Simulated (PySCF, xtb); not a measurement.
CH4MgO, SMILES C[O][MgH].

Harmonic wavenumbers (cm⁻¹) from GFN2-xTB in xtb 6.7.1 at its own minimum, in rising order: 121, 121, 227, 227, 575, 1149, 1149, 1195, 1425, 1491, 1491, 1716, 2856, 2857, 2884.

**Question.** What does B3LYP-D3(BJ)/def2-TZVP in PySCF give at its own minimum? (The exact figures need the calculation; the answer reports its results.)

**Answer.** 101, 101, 323, 323, 603, 1189, 1189, 1238, 1491, 1500, 1500, 1666, 2954, 2992, 2992. Paired by order, the mean absolute difference is 57 cm⁻¹ and the zero-point energies are 27.9 and 28.8 kcal/mol.
